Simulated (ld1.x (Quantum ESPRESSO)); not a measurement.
Results of a calculation; reference values are marked as such.
# Potentials for P compared

Generated with ld1.x 7.5 (TM, RRKJ, ultrasoft, PAW), atompaw 4.2 or ONCVPSP 4.0.1. The cutoff is in Ry: for ld1.x and atompaw files where the sum of valence levels is converged to 10 mRy in a Bessel basis, for ONCV files where the hardest occupied wave has 1 mHa per electron of residual kinetic energy. The error is the largest all-electron minus pseudo excitation energy over each file’s own four to seven test configurations (ionisations up to +4, promotions, holes and added fractions of an electron), all of which were solved. The labels leave out finer settings (local radius, basis sizes, second energies), which also bear on the numbers. Spin-polarised tests are not counted. The rows are a selection from randomly drawn settings: files with unsolved tests, undetermined cutoffs or missed reference levels are left out.

| potential | cutoff (Ry) | largest error (meV) | bound ghosts |
| --- | --- | --- | --- |
| ultrasoft, PBEsol, scalar-relativistic, rc 1.70/1.60/1.55 (spd), local smoothed, core correction no, reference 3s2 3p3 | 10 | +52 | none |
| TM semilocal, LDA (PZ), scalar-relativistic, rc 1.25/1.60/1.40 (spd), local d, core correction yes, reference 3s2 3p3 | 45 | +86 | none |
| RRKJ, Wu–Cohen, scalar-relativistic, rc 1.30/1.95/1.65 (spd), local p, core correction yes, reference 3s2 3p3 | 30 | +63 | none |
| TM, revPBE, scalar-relativistic, rc 1.35/1.50 (sp), local smoothed, core correction yes, reference 3s2 3p3 | 35 | +87 | none |

**Question.** Fill in the row for P: RRKJ, BLYP, scalar-relativistic, rc 1.40/1.85 (sp), local smoothed, core correction no, reference 3s2 3p2.

**Answer.** cutoff 25 Ry, largest error +111 meV, bound ghosts: none.

**Question.** Fill in the row for P: RRKJ, LDA (PZ), scalar-relativistic, rc 1.70/1.60/1.55 (spd), local d, core correction yes, reference 3s2 3p2.

**Answer.** cutoff 40 Ry, largest error +233 meV, bound ghosts: none.

**Question.** Fill in the row for P: ultrasoft, PBEsol, scalar-relativistic, rc 1.70/2.25/2.30 (spd), local smoothed, core correction yes, reference 3s1.75 3p3.25.

**Answer.** cutoff 12 Ry, largest error -18 meV, bound ghosts: none.
